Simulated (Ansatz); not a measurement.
Reaction (formal hydrolysis of the Si–S bond): `[SiH3]N[SiH2]S` + H₂O → `O[SiH2]N[SiH3]` + H₂S

Calculated with Ansatz (gas phase, PBE0-D4/def2-TZVP geometries, no zero-point term in ΔE). CCSD(T)/CBS adds triple-zeta CCSD(T) − MP2 to the extrapolated MP2 energy (def2 sets, frozen cores). This one scheme is used for every species. DFT in def2-TZVPP. B3LYP here is the variant with VWN-RPA as its local correlation; programs differ in this. Each species was taken in one conformer, which may not be the lowest.

```json
{"level": "r2SCAN-D4", "ΔE (kcal/mol)": "-9.1", "difference from CCSD(T)/CBS": "-0.3"}
{"level": "PBE0-D4", "ΔE (kcal/mol)": "-7.2", "difference from CCSD(T)/CBS": "1.6"}
{"level": "ωB97X-V", "ΔE (kcal/mol)": "-9.8", "difference from CCSD(T)/CBS": "-1.0"}
{"level": "ωB97M-V", "ΔE (kcal/mol)": "-9.8", "difference from CCSD(T)/CBS": "-1.0"}
{"level": "PBE", "ΔE (kcal/mol)": "-7.5", "difference from CCSD(T)/CBS": "1.3"}
{"level": "r2SCAN", "ΔE (kcal/mol)": "-9.3", "difference from CCSD(T)/CBS": "-0.5"}
{"level": "B3LYP", "ΔE (kcal/mol)": "-11.0", "difference from CCSD(T)/CBS": "-2.2"}
{"level": "HF/def2-TZVPP", "ΔE (kcal/mol)": "-13.3", "difference from CCSD(T)/CBS": "-4.5"}
{"level": "MP2/def2-TZVPP", "ΔE (kcal/mol)": "-9.2", "difference from CCSD(T)/CBS": "-0.4"}
{"level": "SCS-MP2/def2-TZVPP", "ΔE (kcal/mol)": "-10.5", "difference from CCSD(T)/CBS": "-1.7"}
{"level": "CCSD(T)/def2-TZVPP", "ΔE (kcal/mol)": "-9.9", "difference from CCSD(T)/CBS": "-1.1"}
{"level": "HF/def2-QZVPP", "ΔE (kcal/mol)": "-13.5", "difference from CCSD(T)/CBS": "-4.7"}
{"level": "MP2/def2-QZVPP", "ΔE (kcal/mol)": "-8.6", "difference from CCSD(T)/CBS": "0.2"}
{"level": "HF/CBS(def2)", "ΔE (kcal/mol)": "-13.5", "difference from CCSD(T)/CBS": "-4.7"}
{"level": "MP2/CBS(def2)", "ΔE (kcal/mol)": "-8.1", "difference from CCSD(T)/CBS": "0.7"}
{"level": "CCSD/CBS(def2)", "ΔE (kcal/mol)": "-9.5", "difference from CCSD(T)/CBS": "-0.7"}
{"level": "CCSD(T)/CBS", "ΔE (kcal/mol)": "-8.8", "difference from CCSD(T)/CBS": "0"}
```

Largest T1 diagnostic among the species: 0.011.

The D4 term adds +1.2 kcal/mol with B3LYP and +0.7 kcal/mol with PBE0; it sums over pairs of atoms, weighted by their polarisabilities, and B3LYP, whose exchange is more repulsive, gets the larger term. In def2-TZVPP, CCSD(T) changes the Hartree–Fock value by +3.4 kcal/mol (the triples alone add +0.7 kcal/mol) and MP2 by +4.1 kcal/mol.
